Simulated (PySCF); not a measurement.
# Relaxation of singlet SeSF₄

Level of theory: PBE0 in PySCF with Se def2-SVP, S def2-SVP, F def2-SVP; no relativity; density-fitted integrals. A (50,194) grid was used.

A start displaced from a saddle point along its imaginary mode, of C2v symmetry, held to at least that symmetry:

Coordinates in bohr (charge 0 multiplicity 1):
```
Se    0.0000    0.0000   -0.1692
S     0.0000    0.0000    3.6058
F     2.8839    0.0000   -1.7752
F     0.0000    3.2472   -0.9030
F    -2.8839    0.0000   -1.7752
F     0.0000   -3.2472   -0.9030
```

Optimiser trace:
```json
{"step": "0", "E − E(last) (kJ/mol)": "11.24", "largest gradient (Eh/bohr)": "0.01339"}
{"step": "1", "E − E(last) (kJ/mol)": "6.61", "largest gradient (Eh/bohr)": "0.00292"}
{"step": "2", "E − E(last) (kJ/mol)": "4.29", "largest gradient (Eh/bohr)": "0.00313"}
{"step": "3", "E − E(last) (kJ/mol)": "3.44", "largest gradient (Eh/bohr)": "0.01344"}
{"step": "4", "E − E(last) (kJ/mol)": "0.20", "largest gradient (Eh/bohr)": "0.00344"}
{"step": "5", "E − E(last) (kJ/mol)": "0.01", "largest gradient (Eh/bohr)": "0.00020"}
{"step": "6", "E − E(last) (kJ/mol)": "0.00", "largest gradient (Eh/bohr)": "0.00012"}
{"step": "7", "E − E(last) (kJ/mol)": "0.00", "largest gradient (Eh/bohr)": "0.00003"}
```

It ends at C2v with Se–F 1.716 Å (×2), Se–F 1.744 Å (×2), Se–S 2.010 Å; F–Se–F 85.0° (×4), F–Se–F 104.3°, F–Se–F 163.5°, F–Se–S 98.2° (×2), F–Se–S 127.8° (×2) (after a last refinement on a finer grid). A frequency run shows a minimum. Other isomers or separated fragments may lie lower.

Final geometry:
Z-matrix (Å, degrees; charge 0 multiplicity 1):
```
Se
S  1 2.0103
F  1 1.7156 2 127.84
F  1 1.7439 2 98.23 3 -90.00
F  1 1.7156 2 127.84 3 180.00
F  1 1.7439 2 98.23 3 90.00
```
